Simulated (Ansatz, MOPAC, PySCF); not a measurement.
Species: CF3, net charge 1, singlet state. SMILES of the parent species: F[C](F)F
Geometry: optimised at B3LYP-D3(BJ)/def2-TZVP (Ansatz, a first-principles code).

Unscaled harmonic wavenumbers (cm⁻¹) in rising order, each level at the stationary point that it reaches from this structure (no distance between atoms moves by over 0.3 Å); the order of modes can differ between levels, and a negative number is imaginary. B3LYP-D3(BJ)/def2-TZVP (PySCF, at the structure above): 587, 587, 798, 1048, 1660, 1660.

AM1 (MOPAC): 449, 449, 630, 1056, 1650, 1650. Zero-point energy 8.4 against 9.1 kcal/mol; where all levels lie over 400 cm⁻¹, the wavenumbers are on average 0.886 times those of B3LYP-D3(BJ)/def2-TZVP.

PM6 (MOPAC): 404, 404, 560, 987, 1538, 1538. Zero-point energy 7.8 against 9.1 kcal/mol; where all levels lie over 400 cm⁻¹, the wavenumbers are on average 0.812 times those of B3LYP-D3(BJ)/def2-TZVP.

HF/3-21G (Ansatz): 597, 597, 810, 1068, 1776, 1776. Zero-point energy 9.5 against 9.1 kcal/mol; where all levels lie over 400 cm⁻¹, the wavenumbers are on average 1.034 times those of B3LYP-D3(BJ)/def2-TZVP.

HF/6-31G* (Ansatz): 631, 631, 876, 1148, 1851, 1851. Zero-point energy 10.0 against 9.1 kcal/mol; where all levels lie over 400 cm⁻¹, the wavenumbers are on average 1.096 times those of B3LYP-D3(BJ)/def2-TZVP.
